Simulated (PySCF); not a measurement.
A compound of formula C42H24 has these computed shifts in ppm, with the number of atoms in brackets (GIAO KT3/pcSseg-1, gas phase, PySCF SCF with an in-house response code, fitting set def2-universal-JFIT, grid level 2, non-relativistic, on the GFN2-xTB geometry; 13C, 1H against isolated TMS).

1H: 9.32 (2), 9.31 (2), 9.30 (2), 9.28 (2), 9.24 (2), 9.17 (2), 9.04 (2), 8.99 (2), 8.08 (2), 8.00 (2), 7.86 (2), 7.76 (2)
13C: 124.0 (2), 122.6 (2), 122.1 (2), 122.1 (2), 120.5 (2), 120.5 (2), 120.4 (2), 120.4 (2), 120.4 (2), 120.4 (2), 120.4 (2), 120.3 (2), 120.2 (2), 116.2 (2), 115.5 (2), 115.4 (2), 115.3 (2), 115.3 (2), 115.2 (2), 115.1 (2), 115.0 (2)

Problem. Which structure gave them?

Solution. c1ccc2c(c1)ccc1c2ccc2c1ccc1c2ccc2c3ccc4c5ccc6ccccc6c5ccc4c3ccc12 ([10]phenacene). Other isomers were not compared.
